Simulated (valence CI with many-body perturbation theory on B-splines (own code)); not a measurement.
# Nd28+ in three bases

Computed by relativistic CI+MBPT: four valence electrons over a frozen Dirac-Fock core [Ar] 3d10, a basis of 9 s, 9 p, 8 d, 6 f, 3 g, 1 h functions for each j, with the one-electron correlation potential Σ1 (screened to all orders), the two-electron term Σ2, the three-electron term Σ3, Breit, model QED; selected single and double excitations, second order for the rest, scaled by the run's own slope (own B-spline code, finite nucleus).

The last digits are not significant, and no measured levels were compared; by estimate large intervals hold to a few tenths of a per cent, small ones and those within an open d or f shell to about a per cent.

The reference run has the lowest level (4s^2 4p1/2^2) J=0 and an ionisation energy of 1050.09 eV. Its largest variational space holds 19999 state functions.

Levels are named by their leading jj configuration (3d3/2^4 stands for four electrons in 3d with j = 3/2), which in mixed levels can hold well under half, so a name can repeat and another be missing. Letters in brackets count levels of one name in rising energy.

Changed runs:
A. basis 6 s, 6 p, 5 d, 3 f, 1 g
B. basis 5 s, 5 p, 4 d, 2 f

Excitation energies of the reference run in cm⁻¹, and shifts in cm⁻¹:

```
                     Level  Reference       A      B
    (4s^2 4p1/2 4p3/2) J=1     219765     -88   -320
    (4s^2 4p1/2 4p3/2) J=2     244214     +10   +126
        (4s^2 4p3/2^2) J=2     482460     -44    -37
        (4s^2 4p3/2^2) J=0     537924     +79   +542
    (4s 4p1/2^2 4p3/2) J=2     721743    -156   -553
    (4s 4p1/2^2 4p3/2) J=1     807302     +13   +179
(4s 4p1/2 4p3/2^2) J=2 [a]     926307    -199   -671
    (4s 4p1/2 4p3/2^2) J=3     973149     -97   -246
    (4s 4p1/2 4p3/2^2) J=0    1023350    -1.6   +186
(4s 4p1/2 4p3/2^2) J=2 [b]    1030840     -51    -51
(4s 4p1/2 4p3/2^2) J=1 [a]    1046190     -18   +108
(4s 4p1/2 4p3/2^2) J=1 [b]    1088560     +91   +557
    Ionisation energy (eV)    1050.09  -0.035  -0.13
```
